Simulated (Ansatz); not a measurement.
Ansatz (a program for electronic structure) input (HF/def2-TZVP):

Ansatz 0.2 input:
```yaml
crystal:
  periodic: [false, false, false]
  atoms:
    - {symbol: W, position_ang: [-0.00017704, 0.00002192, -0.02491765]}
    - {symbol: H, position_ang: [1.44210201, 0.00689977, 0.91176014]}
    - {symbol: H, position_ang: [-1.42900082, -0.00852219, 0.93214613]}
basis:
  gaussian:
    orbitals: def2-TZVP
hamiltonian:
  xc: {name: HF}
magnetization: {spin_polarized: true, initial_magnetization: 4}
relax: {f_tol: 0.003, max_steps: 100}
```

Output:

```
Functional definition: HF
integrals: 0.01 GiB planned
520 factors; integrals over basis functions are off by at most 1.1e-4 eV
mean field: 0.09 GiB planned
mean field evaluation 1: about -1835.1952 eV, gradient 1.1e1 eV
mean field evaluation 2: about -1835.1969 eV, gradient 1.1e1 eV
mean field evaluation 4: about -1836.3114 eV, gradient 2.1e0 eV
mean field evaluation 8: about -1836.4540 eV, gradient 2.0e-1 eV
mean field evaluation 16: about -1830.7401 eV, gradient 8.6e-1 eV
mean field -1836.45584787 eV, -67.4885076146 hartree, gradient 2.0e-5 eV, S^2 6.059573; 1 other end points of the search recorded, 0 dependent functions left out
the calculation of the forces begins
reference -1836.45584787 eV, -67.4885076146 hartree; 10, 6 occupied and 42, 46 virtual orbitals, 520 factors
relax step   1: F+E_penalty+E_count = -1836.45584787 eV  Δ(F+E_penalty+E_count) = +0.000e0 eV  max|allowed force component| = 4.820e-1 eV/Å  Δτ_max = 0.0000 Å  (85 SCF iters, accepted)
these checks for a lower state are left out or cut short: starts, cluster_reference, orbital_swaps, neighbouring_geometries, increment
integrals: 0.01 GiB planned
520 factors; integrals over basis functions are off by at most 1.1e-4 eV
mean field: 0.09 GiB planned
mean field -1836.47761819 eV, -67.4893076594 hartree, gradient 7.1e-5 eV, S^2 6.066054; 0 other end points of the search recorded, 0 dependent functions left out
the calculation of the forces begins
reference -1836.47761819 eV, -67.4893076594 hartree; 10, 6 occupied and 42, 46 virtual orbitals, 520 factors
relax step   2: F+E_penalty+E_count = -1836.47761819 eV  Δ(F+E_penalty+E_count) = -2.177e-2 eV  max|allowed force component| = 2.716e-1 eV/Å  Δτ_max = 0.1546 Å  (38 SCF iters, accepted)
these checks for a lower state are left out or cut short: starts, cluster_reference, orbital_swaps, neighbouring_geometries, increment
integrals: 0.01 GiB planned
520 factors; integrals over basis functions are off by at most 1.1e-4 eV
mean field: 0.09 GiB planned
mean field evaluation 32: about -1836.4902 eV, gradient 1.2e-3 eV
mean field -1836.49111524 eV, -67.4898036668 hartree, gradient 5.1e-5 eV, S^2 6.063777; 0 other end points of the search recorded, 0 dependent functions left out
the calculation of the forces begins
reference -1836.49111524 eV, -67.4898036668 hartree; 10, 6 occupied and 42, 46 virtual orbitals, 520 factors
relax step   3: F+E_penalty+E_count = -1836.49111524 eV  Δ(F+E_penalty+E_count) = -1.350e-2 eV  max|allowed force component| = 6.417e-2 eV/Å  Δτ_max = 0.0659 Å  (40 SCF iters, accepted)
these checks for a lower state are left out or cut short: starts, cluster_reference, orbital_swaps, neighbouring_geometries, increment
integrals: 0.01 GiB planned
520 factors; integrals over basis functions are off by at most 1.1e-4 eV
mean field: 0.09 GiB planned
mean field -1836.49141912 eV, -67.4898148339 hartree, gradient 5.2e-5 eV, S^2 6.063282; 0 other end points of the search recorded, 0 dependent functions left out
the calculation of the forces begins
reference -1836.49141912 eV, -67.4898148339 hartree; 10, 6 occupied and 42, 46 virtual orbitals, 520 factors
relax step   4: F+E_penalty+E_count = -1836.49141912 eV  Δ(F+E_penalty+E_count) = -3.039e-4 eV  max|allowed force component| = 1.967e-2 eV/Å  Δτ_max = 0.0090 Å  (35 SCF iters, accepted)
these checks for a lower state are left out or cut short: starts, cluster_reference, orbital_swaps, neighbouring_geometries, increment
integrals: 0.01 GiB planned
520 factors; integrals over basis functions are off by at most 1.1e-4 eV
mean field: 0.09 GiB planned
mean field -1836.49143874 eV, -67.4898155551 hartree, gradient 5.1e-5 eV, S^2 6.063446; 0 other end points of the search recorded, 0 dependent functions left out
the calculation of the forces begins
reference -1836.49143874 eV, -67.4898155551 hartree; 10, 6 occupied and 42, 46 virtual orbitals, 520 factors
relax step   5: F+E_penalty+E_count = -1836.49143874 eV  Δ(F+E_penalty+E_count) = -1.963e-5 eV  max|allowed force component| = 3.207e-4 eV/Å  Δτ_max = 0.0011 Å  (36 SCF iters, accepted)
integrals: 0.01 GiB planned
520 factors; integrals over basis functions are off by at most 1.1e-4 eV
mean field: 0.09 GiB planned
mean field evaluation 64: about -1833.7340 eV, gradient 1.5e1 eV
mean field -1836.49143874 eV, -67.4898155551 hartree, gradient 5.1e-5 eV, S^2 6.063446; 2 other end points of the search recorded, 0 dependent functions left out
the calculation of the forces begins
reference -1836.49143874 eV, -67.4898155551 hartree; 10, 6 occupied and 42, 46 virtual orbitals, 520 factors
Total energy: -1836.49143874 eV, -67.4898155551 hartree
Atom 0 at     0.000175    -0.000022     0.024631 Å, force     0.000002    -0.000000     0.000272 eV/Å
Atom 1 at     1.533797     0.007415     0.886333 Å, force    -0.000321    -0.000002    -0.000134 eV/Å
Atom 2 at    -1.521048    -0.008994     0.908024 Å, force     0.000319     0.000002    -0.000138 eV/Å
Dipole moment:    -0.003888     0.000481    -0.547166 e Å
```

The spin state was set by rule; other spins were not relaxed.
